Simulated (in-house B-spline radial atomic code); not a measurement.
The numbers below are computed, except where a source is named.
**Making a Troullier-Martins s channel for Cu, r_c = 2.61 bohr**

Cu, [Ar] 3d10 4s1, non-relativistic LDA (VWN5), spherical and spin-unpolarised, from a B-spline radial code for spherical atoms (atomic units). The all-electron 4s level is ε = -0.172056 hartree, its outermost node lies just inside 0.91 bohr and its outer maximum at 2.31 bohr.

Inside r_c the pseudo-orbital is u(r) = r^1 exp(p(r)), with p = c0 + c2 r² + c4 r⁴ + … + c12 r¹². The seven coefficients follow from p and its first four derivatives at r_c, from zero curvature of the screened potential at the origin, c4 = −c2²/(2l + 5), and from the norm inside r_c. At r_c the all-electron orbital has P = 0.6060693, P' = -0.08162632, the screened potential V = -0.3393753, V' = 0.2694104, V'' = -0.3438845, and the norm inside is Q = 0.4515119.

Problem. What are p, p' and p'' at r_c?

Solution. p = ln(P/r_c^1) = ln(0.6060693/2.61) = -1.46011. p' = P'/P − 1/r_c = -0.13468 − 0.38314 = -0.51782. The radial equation gives p'' = 2(V − ε) − 2(1) p'/r_c − p'² = -0.33464 − (-0.39680) − 0.26814 = -0.20598. Differentiating, p''' = 2V' + 2(1)p'/r_c² − 2(1)p''/r_c − 2p'p'' = 0.33131, and p'''' = 2V'' − 4(1)p'/r_c³ + 4(1)p''/r_c² − 2(1)p'''/r_c − 2p''² − 2p'p''' = -0.68783.

For a trial c2 the five matching conditions are linear in c0, c6, c8, c10 and c12, and c2 is varied until the norm inside r_c equals Q. The root nearest zero gives:

| n | c_n |
| --- | --- |
| 0 | -1.623323 |
| 2 | 0.2731796 |
| 4 | -0.01492542 |
| 6 | -0.01888171 |
| 8 | 0.004306315 |
| 10 | -0.0003762507 |
| 12 | 1.210609e-05 |

Problem. Check c4 and p(r_c), and find the screened pseudopotential at the origin.

Solution. −c2²/5 = -0.0149254, as listed. The terms c_n r_c^n are -1.62332, 1.86093, -0.69261, -5.96876, 9.27320, -5.51928, 1.20973, which sum to -1.46011. Inverting the radial equation, V_l(r) = ε + 1 p'/r + (p'' + p'²)/2, so V_l(0) = ε + (2l + 3) c2 = -0.172056 + 3 × (0.27318) = 0.6475 hartree, finite where the all-electron potential diverges.

Orbitals and screened potentials:

| r (bohr) | P | u | V all-electron | V pseudo |
| --- | --- | --- | --- | --- |
| 0.261 | 0.04351 | 0.05244 | -51.29 | 0.6455 |
| 0.652 | -0.2171 | 0.1439 | -8.929 | 0.5774 |
| 1.044 | 0.1348 | 0.2674 | -2.864 | 0.268 |
| 1.436 | 0.4246 | 0.4221 | -1.307 | -0.2922 |
| 1.827 | 0.5715 | 0.5588 | -0.7395 | -0.6779 |
| 2.218 | 0.6185 | 0.6173 | -0.4792 | -0.5521 |
| 2.61 | 0.6061 | 0.6061 | -0.3394 | -0.3394 |

Logarithmic derivatives P'/P at R = 2.91 bohr, for energies E around ε:

| E − ε (hartree) | all-electron | pseudo |
| --- | --- | --- |
| -0.5 | 0.769013 | 0.764393 |
| -0.25 | 0.391228 | 0.38864 |
| -0.1 | 0.0686234 | 0.0678742 |
| 0 | -0.223663 | -0.223662 |
| 0.1 | -0.62871 | -0.630779 |
| 0.25 | -1.72462 | -1.76341 |
| 0.5 | -54.962 | 93.8764 |

Problem. With P(R) = 0.5739089 and a norm of 0.5563768 inside R, what slope in energy does norm conservation fix?

Solution. d(P'/P)/dE = −2 × (norm inside R)/P(R)² = -3.3784 per hartree·bohr at E = ε, for both atoms, since orbital and norm agree at R. Differences over ±0.1 hartree give -3.4867 (all-electron) and -3.4933 (pseudo), which also hold third-order terms. Half a hartree below ε the two curves differ by -0.0046.
